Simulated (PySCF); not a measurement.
Match the calculated data to a structure.

All candidates are C5H5F3.

- NMR, other nuclei: isotropic shieldings of nuclei other than C and H, by class: 249 (3 F) ppm [GIAO PBE0/pcSseg-1]
- 13C NMR: chemical shifts (computed TMS as zero) by class: 137.1 (1 C), 34.2 (2 C), 9.5 (1 C), 9.1 (1 C) ppm [GIAO PBE0/pcSseg-1]
- Rotational structure: rotational constants A, B, C: 3.536, 1.730, 1.573 GHz [GFN2-xTB]
- UV, strongest line: among the 6 lowest singlet transitions: S4 at 8.30 eV (149 nm, f = 0.099) [TDDFT PBE0/def2-SVPD]
- Dipole: 2.61 D [PBE0/def2-SVPD]
- UV, first state: lowest singlet excitation: 7.61 eV (163 nm, f = 0.013) [TDDFT PBE0/def2-SVPD]

The electronic properties come from PySCF, for the isolated species, density fitting. Levels stand in brackets. Isolated species at its GFN2-xTB geometry, gas phase. Each NMR value is the plain mean over a class of atoms that symmetry, rotation or inversion makes alike.

Task: Which candidate is it?
A. `FC(F)(F)[C@]12C[C@H]1C2`
B. `CC#CCC(F)(F)F`
C. `CC1=C[C@H]1C(F)(F)F`

Result: A. It is `FC(F)(F)[C@]12C[C@H]1C2`. Numbering: `[F:1][C:2]([F:3])([F:4])[C@:5]12[CH2:6][C@H:7]1[CH2:8]2`. Its formula, C5H5F3, gives 2 degrees of unsaturation: 2 rings and 0 π bonds in the structure found. 5 carbons fall into 4 classes; from least to most shielded: CF3 carbon [C2] (137.1 ppm), three-membered-ring carbon [C6/C8] (34.2 ppm, 2 C), sp3 carbon at a ring junction [C5] (9.5 ppm), sp3 carbon at a ring junction [C7] (9.1 ppm). The other shieldings belong to: 249 ppm, fluorine of a CF3 group [F1/F3/F4]. The optimised geometry has point group Cs and is an asymmetric top.

The others, at the same levels:
- `CC#CCC(F)(F)F` fails: it has 5 carbon classes against 4; its computed 13C shifts are 134.6 (1 C), 88.7 (1 C), 74.9 (1 C), 29.5 (1 C), 4.5 (1 C) ppm, rotational constant A is 4.781 GHz (against 3.536 GHz) and smallest rotational constant is 0.980 GHz (against 1.573 GHz).
- `CC1=C[C@H]1C(F)(F)F` fails: it has 5 carbon classes against 4; its computed 13C shifts are 135.9 (1 C), 123.6 (1 C), 104.1 (1 C), 22.5 (1 C), 13.1 (1 C) ppm and smallest rotational constant is 1.335 GHz (against 1.573 GHz).

Each candidate is one conformer, not necessarily the lowest. The conformers computed, where there is a choice (atom-mapped SMILES and torsion angles):
- `[F:1][C:2]([F:3])([F:4])[C@:5]12[CH2:6][C@H:7]1[CH2:8]2`: F1–C2–C5–C6 23°
- `[CH3:1][C:2]#[C:3][CH2:4][C:5]([F:6])([F:7])[F:8]`: C3–C4–C5–F6 180°
- `[CH3:1][C:2]1=[CH:3][C@H:4]1[C:5]([F:6])([F:7])[F:8]`: C3–C4–C5–F6 148°
